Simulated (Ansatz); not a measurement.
Cost and result up the ladder for Ga2PF3 (6 atoms). The state is a singlet with charge 0. Geometry: PBE-D4/def2-SVP.

```xyz
6

Ga   -1.961    0.968    1.944
Ga   -0.035   -0.091   -0.275
P     1.187   -0.850   -1.973
F    -1.909    0.293   -0.018
F     2.685   -0.836   -1.228
F     0.033    0.516    1.550
```

Ansatz on 4 threads of Arm Neoverse V1 on a shared host. Times are rough, and most runs start from the orbitals of an earlier one. ωB97X-V/def2-TZVP serves as the yardstick here, not as an exact answer. Differences are given only for rows in sets of like size (and for xTB, whose basis is part of the method), since another set adds its own error. Binding counts from free atoms at the same level (Ga doublet, P quartet, F doublet; other spins of the atoms weren't run), without zero-point energy or a counterpoise term.

Correlated methods freeze 26 core orbitals; core or outer-core shells of Ga are correlated, in sets that lack core-valence functions. The rows differ in basis, and correlated rows in double-zeta sets carry the largest basis error. Another isomer (singlet) lies 1.52 eV lower at PBE0-D4/def2-TZVP; other spin states weren't run for this one.

Correlated methods converge slowly with the basis, most of all in double-zeta sets.

```
                         level  functions  wall time  binding energy per atom (eV)  difference from ωB97X-V/def2-TZVP (eV)
PBE-D4/def2-TZVP (with forces)        226      3.1 s                          3.26                                    0.13
           r2SCAN-D4/def2-TZVP        226      5.5 s                          3.15                                    0.01
            BHLYP-D4/def2-TZVP        226      5.5 s                          2.87                                   -0.27
             PBE0-D4/def2-TZVP        226      5.5 s                          3.06                                   -0.07
             ωB97X-V/def2-TZVP        226       11 s                          3.14                                    0.00
              CCSD(T)/def2-SVP        124       18 s                          2.81                                       –
```
